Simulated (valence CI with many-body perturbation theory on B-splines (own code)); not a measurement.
**Basis-set convergence for In XXVII**

Computed by valence CI with perturbative core correlation (CI+MBPT): five valence electrons over a frozen Dirac-Fock core [Ar], a basis of 7 s, 7 p, 8 d, 6 f, 4 g, 1 h functions for each j, with the one-electron correlation potential Σ1, the two-electron term Σ2, the three-electron term Σ3, Breit, model QED; selected CI, second order for the rest, scaled by the run's own slope (own B-spline code, finite nucleus).

The last digits are not significant, and no measured levels were compared; by estimate large intervals hold to a few tenths of a per cent, small ones and those within an open d or f shell to about a per cent. Among the levels kept, up to 590 cm⁻¹ of a level comes from second order outside the variational space, and about a tenth of that is noise between levels of different J, which matters for small intervals. Only levels of the ground parity were solved; by the run's estimate the other parity begins above the list, which can be wrong where configurations are misplaced.

The reference run has the lowest level (3d3/2^3 3d5/2^2) J=5/2 [a] and an ionisation energy of 1412.20 eV. Its largest variational space holds 20282 state functions.

Levels are named by their leading jj configuration (3d3/2^4 stands for four electrons in 3d with j = 3/2), which in mixed levels can hold well under half, so a name can repeat and another be missing. Letters in brackets count levels of one name in rising energy.

Changed runs:
A. basis 6 s, 6 p, 5 d, 5 f, 1 g
B. basis 5 s, 5 p, 4 d, 4 f

Excitation energies of the reference run in cm⁻¹, and shifts in cm⁻¹:

```tsv
Level	Reference	A	B
(3d3/2^4 3d5/2) J=5/2	85252	+498	+1427
(3d3/2^3 3d5/2^2) J=7/2 [a]	121807	+426	+1463
(3d3/2^3 3d5/2^2) J=3/2	125799	+446	+1413
(3d3/2^3 3d5/2^2) J=11/2	127155	+410	+1398
(3d3/2^3 3d5/2^2) J=5/2 [b]	135096	+375	+1299
(3d3/2^3 3d5/2^2) J=9/2	136762	+377	+1404
(3d3/2^3 3d5/2^2) J=1/2	146193	+447	+1371
(3d3/2^2 3d5/2^3) J=7/2 [a]	169347	+391	+1643
(3d3/2^3 3d5/2^2) J=5/2 [c]	176279	+526	+1766
(3d3/2^2 3d5/2^3) J=11/2	192199	+497	+1670
(3d3/2^3 3d5/2^2) J=7/2 [b]	196293	+605	+2060
(3d3/2^2 3d5/2^3) J=1/2 [a]	197452	+360	+1528
Ionisation energy (eV)	1412.20	-0.08	-0.09
```
